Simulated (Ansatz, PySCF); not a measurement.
Species: CH5GeO2, charge 0, multiplicity 2. It need not be the lowest isomer of its formula. 
Geometry from a B3LYP-D3(BJ)/def2-TZVP (Ansatz, a program for electronic structure) optimisation:
```
Ge
O 1 1.7937
H 2 0.9642 1 111.94
O 1 1.8118 2 101.80 3 -35.36
H 4 0.9629 1 113.66 2 163.16
C 1 1.9907 2 103.73 3 -150.32
H 6 1.0880 1 110.33 2 179.46
H 6 1.0882 7 110.15 1 -120.52
H 6 1.0903 7 110.50 8 -122.12
```
Charge 0, spin multiplicity 2.

Dipole moments at this geometry, in debye (magnitudes).

```
level                program  dipole (D)
-------------------  -------  ----------
SVWN5/def2-TZVPD       PySCF        1.81
PBE/def2-TZVPD        Ansatz        1.78
BLYP/def2-TZVPD       Ansatz        1.83
revPBE/def2-TZVPD     Ansatz        1.78
B97M-V/def2-TZVPD     Ansatz        1.85
B3LYP/def2-TZVPD      Ansatz        1.98
PBE0/def2-TZVPD       Ansatz        1.96
r2SCANh/def2-TZVPD    Ansatz        1.93
r2SCAN0/def2-TZVPD    Ansatz        2.02
M06-2X/def2-TZVPD      PySCF        2.13
HSE06/def2-TZVPD      Ansatz        1.95
LC-wPBE/def2-TZVPD    Ansatz        2.08
wB97M-V/def2-TZVPD    Ansatz        2.04
CCSD(T)/aug-cc-pVDZ   Ansatz        1.99
```
